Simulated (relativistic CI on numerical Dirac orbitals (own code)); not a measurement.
**Sensitivity of the levels of O to α**

Method of calculation: Dirac-Coulomb-Breit CI, orbitals from a KLI potential per configuration, valence Slater integrals scaled by 0.85, P86 correlation energy added to each configuration, derivatives by finite differences, QED left out (own radial code, finite nucleus).

CI space (outside the closed core 1s2): 2s²2p⁴, 2s²2p³3s, 2s²2p³3p, 2s²2p³4s, 2s²2p³3d, 2s2p⁵, 2p⁶, 2s²2p²3s². Levels of other configurations are missing.

With x = (α/α₀)² − 1 an excitation energy changes as ω = ω₀ + qx; K = 2q/ω₀ is the relative enhancement. Terms are leading LS components, so labels can repeat.

Lowest level 2s²2p⁴ ³P2.

| Level | ω₀ (cm⁻¹) | q (cm⁻¹) | K |
| --- | --- | --- | --- |
| 2s²2p⁴ ³P1 | 153.9 | 154.5 | 2.01 |
| 2s²2p⁴ ³P0 | 221.0 | 220.4 | 1.99 |
| 2s²2p⁴ ¹D2 | 15102.9 | 69.63 | 0.00922 |
| 2s²2p⁴ ¹S0 | 28957.4 | 96.91 | 0.00669 |
| 2s²2p³3s ⁵S°2 | 70788.2 | -39.62 | -0.00112 |
| 2s²2p³3s ³S°1 | 73621.5 | -34.95 | -0.000949 |
| 2s²2p³3p ⁵P1 | 83266.9 | -22.23 | -0.000534 |
| 2s²2p³3p ⁵P2 | 83268.8 | -20.37 | -0.000489 |
| 2s²2p³3p ⁵P3 | 83272.1 | -17.02 | -0.000409 |
| 2s²2p³3p ³P0 | 85087.1 | -18.84 | -0.000443 |
| 2s²2p³3p ³P1 | 85087.2 | -18.98 | -0.000446 |
| 2s²2p³3p ³P2 | 85089.3 | -16.76 | -0.000394 |
| 2s²2p³4s ⁵S°2 | 92650.5 | -24.98 | -0.000539 |
| 2s²2p³4s ³S°1 | 93525.1 | -23.22 | -0.000497 |
| 2s²2p³3d ⁵D°4 | 93731.9 | -19.66 | -0.00042 |
| 2s²2p³3d ⁵D°3 | 93732.0 | -19.55 | -0.000417 |
| 2s²2p³3d ⁵D°2 | 93732.1 | -19.42 | -0.000414 |
| 2s²2p³3d ⁵D°1 | 93732.2 | -19.3 | -0.000412 |
| 2s²2p³3d ⁵D°0 | 93732.3 | -19.24 | -0.000411 |
| 2s²2p³3d ³D°1 | 93845.9 | -19.74 | -0.000421 |
| 2s²2p³3d ³D°2 | 93846.0 | -19.68 | -0.00042 |
| 2s²2p³3d ³D°3 | 93846.1 | -19.56 | -0.000417 |
| 2s²2p³3s ³D°3 | 96755.1 | -59.24 | -0.00122 |

Correlation outside the listed configurations is missing or only estimated: errors of thousands of cm⁻¹ between configurations and terms are usual at this charge. Rates and lifetimes follow the computed energies and can be off by large factors. The fine structure of a lone outer electron comes out too small, for d and f at times inverted, and misplaced configurations move strength between like terms.
